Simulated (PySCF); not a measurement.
Vertical excitations of a molecule CH₈FNOSi₂ from TDDFT-ωB97X/def2-SVPD run with PySCF 2.14.0, as energy in eV (oscillator strength): 6.71 (0.021), 6.97 (0.006), 7.15 (0.044), 7.30 (0.043), 8.10 (0.027), 8.20 (0.031), 8.27 (0.013), 8.38 (0.038), 8.50 (0.080), 8.53 (0.003). Lowest triplet (TDA): 6.04 eV. Geometry optimised at PBE0-D3(BJ)/def2-SVP. Other conformers were not sampled.

Q: Which structure fits?
A) N[C@@H]([SiH2]O)[SiH2]F
B) CN([SiH2]O)[SiH2]F
C) CO[Si@@](N)(F)[SiH3]
D) CO[SiH2][Si@@H](N)F

A: D, CO[SiH2][Si@@H](N)F
